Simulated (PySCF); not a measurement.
Harmonic spectrum computed at PBE0 in the def2-TZVP basis family (core potentials from Rb on, PySCF, no spin–orbit coupling):

```
ω (cm⁻¹)  IR (km/mol)
     412          185
    1066          267
    1556          268
```

Task: Which molecule gave it? In each, all ligands are bound to the one heavy central atom.
A. HIO (singlet)
B. HBO (singlet)
C. HZrO (doublet)
D. HTiO (doublet)

Result: D. It has Cs symmetry with Ti–H 1.793 Å, Ti–O 1.607 Å.
